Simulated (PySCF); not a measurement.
Compound: C2H13NO2Si3.
Cartesian coordinates in Å at the PBE0-D3(BJ)/def2-SVP level; atoms count from 1:
```xyz
21
C2H13NO2Si3 angstrom
C     -1.4695   -1.4062    0.9920
N     -1.4595   -0.0611    0.4745
C     -1.7618    0.0433   -0.9322
Si    -0.8702    1.2905    1.3634
O      0.7505    1.6255    1.1173
Si     1.8158    1.7517   -0.1355
O      1.9757    0.2910   -0.8982
Si     2.2305   -1.3246   -0.6212
H     -1.2442   -1.4096    2.0686
H     -2.4608   -1.8784    0.8560
H     -0.7261   -2.0581    0.4933
H     -0.9972   -0.4449   -1.5673
H     -2.7372   -0.4222   -1.1669
H     -1.8195    1.0993   -1.2393
H     -1.6276    2.4992    0.9271
H     -1.0269    0.9908    2.8104
H      3.1250    2.1794    0.4242
H      1.3142    2.7124   -1.1559
H      3.6264   -1.6872   -1.0031
H      2.0149   -1.6535    0.8204
H      1.2745   -2.1116   -1.4524
```

The closed-shell ground state was solved at several levels (PySCF, density fitting, gas phase, non-relativistic).

```tsv
level	basis functions	HOMO (eV)	LUMO (eV)	gap (eV)	dipole (D)
PBE0/pcSseg-1	222	-6.62	0.29	6.91	1.35
HF/pcSseg-1	222	-9.89	3.54	13.43	1.29
```

**Question.** Estimate the row for CAM-B3LYP/def2-SVPD, a basis of 282 functions; the other rows only guide the guess.

**Answer.** HOMO -8.01 eV, LUMO 0.91 eV, gap 8.92 eV, dipole 1.19 D.

**Question.** Over all these levels, which gives the widest orbital gap and which the narrowest?

**Answer.** HF/pcSseg-1 (Hartree–Fock, all exact exchange) has the widest, 13.43 eV, and PBE0/pcSseg-1 (global hybrid, 25 % exact exchange) the narrowest, 6.91 eV. The two share the basis. From the narrowest to the widest the HOMO moves by -3.27 eV and the LUMO by +3.25 eV.

**Question.** How far do the dipole and the HOMO energy spread over the levels?

**Answer.** The dipole runs from 1.19 to 1.35 D (mean 1.27 D) and the HOMO from -9.89 to -6.62 eV.

One conformer stands for the species.
